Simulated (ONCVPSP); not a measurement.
## Pseudopotential generation for H: ONCV, PBE, non-relativistic.

ONCVPSP 4.0.1 input, shortened (lines: element, Z, core and valence counts, functional; n l f; lmax; l rc ep ncon nbas qcut; lloc lpopt rc5 dvloc0; l nproj debl; icmod fcfact rcfact), PBE, non-relativistic:

```
  H 1.00    0    1        4      upf
    1    0    1.00
    1
    0    0.90    0.00    4    8    6.20
    1    0.75    0.26    4    8   12.60
    4    5    0.60    0.00
    0    2    3.40
    1    2    1.30
    0    0.00    0.00
```

Calculated quality:

```
Cutoffs needed : 19 Ha and 105 Ha (the cutoffs (Ha) at which the residual kinetic energy of the hardest occupied pseudo-wave falls to 1 and 0.1 mHa per electron)
Ghost test     : no bound ghost flagged; no localised positive-energy state flagged
```

Generation and tests took about 2.1 s on one core of a shared server CPU.
